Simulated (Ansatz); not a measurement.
CH5InS, singlet: a saddle search.

in.yaml

```yaml
crystal:
  periodic: [false, false, false]
  atoms:
    - {symbol: In, position_ang: [-0.936800, -0.174700, -0.655700]}
    - {symbol: S, position_ang: [1.473500, -0.728200, -1.791900]}
    - {symbol: H, position_ang: [-0.608400, -0.776400, -2.348100]}
    - {symbol: C, position_ang: [-0.423400, 0.260500, 1.569700]}
    - {symbol: H, position_ang: [1.501900, 0.455900, -2.390500]}
    - {symbol: H, position_ang: [0.290800, -0.506000, 1.857800]}
    - {symbol: H, position_ang: [0.029900, 1.248800, 1.588300]}
    - {symbol: H, position_ang: [-1.327400, 0.220100, 2.170400]}
basis:
  gaussian: {orbitals: def2-SVP}
hamiltonian: {xc: pbe0, dispersion: d4}
saddle:
  max_steps: 4
  mode_guess:
    - [-0.5333, 0.0954, 0.0956]
    - [-0.3302, -0.1502, -0.2233]
    - [0.6853, -0.0898, 0.0349]
    - [0.0162, 0.0067, 0.0342]
    - [0.0677, 0.1237, 0.0378]
    - [0.0274, -0.0080, -0.0380]
    - [0.0238, 0.0041, -0.0317]
    - [0.0432, 0.0181, 0.0904]
```

Command:

```bash
ansatz run in.yaml --threads 4 --pin off --events-out ev --progress --plain --max-ram 9574MiB
```

What Ansatz 0.2.0 printed:

```
Functional definition: PBE0
  name "PBE0"
  cite "Adamo & Barone, J. Chem. Phys. 110, 6158 (1999) doi:10.1063/1.478522"
  cite "Perdew, Burke & Ernzerhof, Phys. Rev. Lett. 77, 3865 (1996) doi:10.1103/PhysRevLett.77.3865"
  parent pbe
  parameter a = 0.25
  parameter kappa = 0.804
  parameter beta = 0.06672455060314922
  exchange = (1 - a)*pbe_x(kappa = kappa, mu = beta*pi^2/3) + a*exact_x
  correlation = pbe_c(beta = beta)
977 factors; integrals over basis functions are off by at most 3.2e-4 eV
mean field evaluation 1: about -17110.2661 eV, gradient 4.7e1 eV
mean field evaluation 2: about -17101.7830 eV, gradient 6.6e1 eV
mean field evaluation 4: about -17116.7015 eV, gradient 3.5e0 eV
mean field evaluation 8: about -17116.7604 eV, gradient 3.3e-1 eV
mean field evaluation 16: about -17116.7608 eV, gradient 5.7e-5 eV
mean field -17116.76084268 eV, -629.0293588112 hartree, gradient 5.7e-5 eV, S^2 0.000000; 0 other end points of the search recorded, 0 dependent functions left out
the calculation of the forces begins
reference -17116.76087290 eV, -629.0293599218 hartree; 24, 24 occupied and 59, 59 virtual orbitals, 977 factors
these checks for a lower state are left out or cut short: stability, starts, cluster_reference, orbital_swaps, neighbouring_geometries, increment
977 factors; integrals over basis functions are off by at most 3.2e-4 eV
mean field -17116.75500998 eV, -629.0291444636 hartree, gradient 3.6e-6 eV, S^2 0.000000; 0 other end points of the search recorded, 0 dependent functions left out
the calculation of the forces begins
reference -17116.75504018 eV, -629.0291455732 hartree; 24, 24 occupied and 59, 59 virtual orbitals, 977 factors
these checks for a lower state are left out or cut short: stability, starts, cluster_reference, orbital_swaps, neighbouring_geometries, increment
977 factors; integrals over basis functions are off by at most 3.2e-4 eV
mean field -17116.74792373 eV, -629.0288840488 hartree, gradient 4.9e-6 eV, S^2 0.000000; 0 other end points of the search recorded, 0 dependent functions left out
the calculation of the forces begins
reference -17116.74795395 eV, -629.0288851591 hartree; 24, 24 occupied and 59, 59 virtual orbitals, 977 factors
saddle step   1: F+E_penalty+E_count = -17116.88091250 eV  max|allowed force component| = 1.493e0 eV/Å  curvature = -5.8325 eV/Å²  mode residual = 1.16e0 eV/Å²  Δτ_max = 0.0000 Å  (1 rotations, 3 force calls, 57 SCF iters)  cluster: 3 rotations left out, max|force component along them| = 4.817e-7 eV/Å
saddle step   2: F+E_penalty+E_count = -17116.94267132 eV  max|allowed force component| = 9.852e-1 eV/Å  curvature = -6.9294 eV/Å²  mode residual = 1.47e0 eV/Å²  Δτ_max = 0.1136 Å  (1 rotations, 3 force calls, 61 SCF iters)  cluster: 3 rotations left out, max|force component along them| = 8.289e-8 eV/Å
saddle step   3: F+E_penalty+E_count = -17117.02000758 eV  max|allowed force component| = 5.413e-1 eV/Å  curvature = -7.3378 eV/Å²  mode residual = 6.65e-1 eV/Å²  Δτ_max = 0.0965 Å  (1 rotations, 3 force calls, 61 SCF iters)  cluster: 3 rotations left out, max|force component along them| = 1.543e-7 eV/Å
saddle step   4: F+E_penalty+E_count = -17117.02830754 eV  max|allowed force component| = 2.440e-1 eV/Å  curvature = -7.1785 eV/Å²  mode residual = 6.39e-1 eV/Å²  Δτ_max = 0.0445 Å  (1 rotations, 3 force calls, 60 SCF iters)  cluster: 3 rotations left out, max|force component along them| = 7.220e-8 eV/Å
Error: the saddle search did not converge after 4 steps: max|allowed force component| = 2.44e-1 eV/Å (threshold 5.0e-2). At the last step the curvature along the mode is -7.178 eV/Å² (extrapolated from the last rotation, not read by a force call), negative, as on the way to a saddle point. To go on, set a larger `saddle.max_steps` (a set value also replaces the default of 250 for a search that goes on from a second negative curvature), or search again from the last step's geometry and mode. Where this run's directory can be resumed (`checkpoint.write`), a resume goes on for up to `saddle.max_steps` more
F+E_penalty+E_count at the last step = -17117.02830754 eV
to start another search from the last step: its geometry and its mode (saddle.mode_guess, Cartesian):
  atoms:
    - { symbol: In, position_ang: [-0.92615779, -0.14385152, -0.57364701] }
    - { symbol: S, position_ang: [1.43851943, -0.77491505, -1.82836734] }
    - { symbol: H, position_ang: [-0.45630134, -0.70218537, -2.19923443] }
    - { symbol: C, position_ang: [-0.45040530, 0.23469315, 1.50421820] }
    - { symbol: H, position_ang: [1.42346309, 0.44579095, -2.42368110] }
    - { symbol: H, position_ang: [0.29743440, -0.51682634, 1.82141916] }
    - { symbol: H, position_ang: [0.02583813, 1.23108867, 1.55845264] }
    - { symbol: H, position_ang: [-1.35229061, 0.22620550, 2.14083989] }
  mode_guess:
    - [-0.49410316, 0.07995103, 0.08935718]
    - [-0.34773907, -0.09565312, -0.28518338]
    - [0.71434922, -0.07044872, 0.05263979]
    - [0.02917676, 0.00758441, 0.03135103]
    - [0.03193576, 0.05056342, 0.03308799]
    - [0.01733441, 0.00207681, 0.00650722]
    - [0.01455468, 0.01608628, 0.01639358]
    - [0.03449140, 0.00983989, 0.05584658]


[the SCF lines of later steps are left out]
```

Hardware: 4 CPU threads of an AMD EPYC 9R45, shared host. Wall time about 4.5 s.


The run did not converge within its limit. Four steps were allowed, too few from this start.